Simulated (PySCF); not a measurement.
What binds to sulfur difluoride, and how strongly

Gas-phase complexes of sulfur difluoride, each in one structure from a short search with a few starts, optimised by PBE0-D3(BJ)/def2-SVPD or PBE0-D3(BJ)/def2-TZVPD; other ways of binding may lie lower. Energies in kcal/mol, wB97M-D3(BJ)/def2-TZVPD, counterpoise-corrected (PySCF): interaction is complex less parts frozen as they stand in it, binding adds what it costs to deform them. Contacts are written partner···sulfur difluoride; electrostatic, Pauli and orbital are terms of the uncorrected same energy, whose rest is dispersion or correlation.

2 other partners are left out, for which the search missed the form known or expected to bind best.

Frequency runs check only 2 of the 7 structures; an imaginary mode is left, so that the point isn't a minimum, in the complex with ethylene (110i cm⁻¹). 2 further partners within 0.25 kcal/mol of a listed one are not ranked.

(1) Order these partners of sulfur difluoride by binding energy, strongest first: hydrogen sulfide, bromide, cyanide, ammonia, phosphine, methylamine, ethylene.

## Answers

(1) cyanide (-33.2), bromide (-16.9), methylamine (-9.0), ammonia (-6.6), hydrogen sulfide (-2.8), phosphine (-1.7), ethylene (-0.7).
```csv
partner,contact,distance (Å),binding,interaction,electrostatic,Pauli,orbital
cyanide,C···S,1.80,-33.2,-59.4,-189.1,322.9,-192.7
bromide,Br···S,2.60,-16.9,-24.2,-52.2,72.6,-43.7
methylamine,N···S,2.23,-9.0,-13.6,-50.1,74.7,-36.2
ammonia,N···S,2.40,-6.6,-7.9,-31.2,43.4,-18.9
hydrogen sulfide,S···S,3.03,-2.8,-3.0,-10.9,15.3,-6.2
phosphine,P···S,2.92,-1.7,-2.3,-15.4,24.4,-10.2
ethylene,H···S,2.94,-0.7,-0.7,-0.4,1.4,-0.7
```
